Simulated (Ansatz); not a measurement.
`[NH2][Al]([NH2])[NH2]` and `[CH3][Al]([NH2])[NH2]` differ in one atom or group.

Ansatz, PBE0-D4/def2-TZVP geometries, multiplicity 1. Each molecule was computed in one conformer, which needn't be the lowest.

```json
{"property": "size of the dipole moment (ωB97M-V/def2-TZVPP) / D", "`[NH2][Al]([NH2])[NH2]`": "0.00"}
{"property": "LUMO energy (ωB97M-V/def2-TZVPP) / eV", "`[NH2][Al]([NH2])[NH2]`": "1.73"}
{"property": "HOMO energy (PBE0/def2-TZVPP) / eV", "`[NH2][Al]([NH2])[NH2]`": "-6.74"}
{"property": "size of the dipole moment (PBE/def2-TZVPP) / D", "`[NH2][Al]([NH2])[NH2]`": "0.00"}
{"property": "HOMO–LUMO gap (PBE0/def2-TZVPP) / eV", "`[NH2][Al]([NH2])[NH2]`": "7.04"}
{"property": "HOMO energy (B3LYP/def2-TZVPP) / eV", "`[NH2][Al]([NH2])[NH2]`": "-6.48"}
```

**Question.** Give the same properties after the change, and the shifts. (An estimate is asked.)

**Answer.** Computed: 
| property | `[CH3][Al]([NH2])[NH2]` | shift |
| --- | --- | --- |
| size of the dipole moment (ωB97M-V/def2-TZVPP) / D | 0.60 | 0.60 |
| LUMO energy (ωB97M-V/def2-TZVPP) / eV | 1.73 | 0.00 |
| HOMO energy (PBE0/def2-TZVPP) / eV | -6.75 | -0.01 |
| size of the dipole moment (PBE/def2-TZVPP) / D | 0.61 | 0.61 |
| HOMO–LUMO gap (PBE0/def2-TZVPP) / eV | 7.09 | 0.05 |
| HOMO energy (B3LYP/def2-TZVPP) / eV | -6.50 | -0.02 |

B3LYP here is the variant with VWN-RPA as its local correlation; programs differ in this.
